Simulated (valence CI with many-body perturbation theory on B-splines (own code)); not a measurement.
# Which ion has this spectrum?

A relativistic CI+MBPT calculation for an atom or ion with 14 electrons gives these levels (eV):

| J | Parity | E | g |
| --- | --- | --- | --- |
| 0 | even | 0.00 |  |
| 1 | even | 304.15 | 1.49 |
| 2 | even | 313.20 | 1.16 |
| 2 | odd | 465.42 | 1.53 |
| 1 | odd | 492.43 | 1.04 |
| 2 | odd | 516.86 | 0.75 |
| 1 | odd | 558.68 | 0.88 |
| 2 | odd | 606.93 | 1.29 |
| 3 | odd | 607.92 | 1.11 |
| 2 | even | 624.17 | 1.31 |
| 0 | even | 643.91 |  |
| 1 | even | 682.11 | 0.44 |
| 2 | even | 689.14 | 1.13 |
| 2 | odd | 761.90 | 1.52 |

The energies are calculated, and their last digits are not significant.

Question: Which is it?
A. Lu57+
B. Hf58+
C. Tm55+
D. Ta59+

Answer: B. Hf58+, ground level (3s^2 3p1/2^2) J=0.
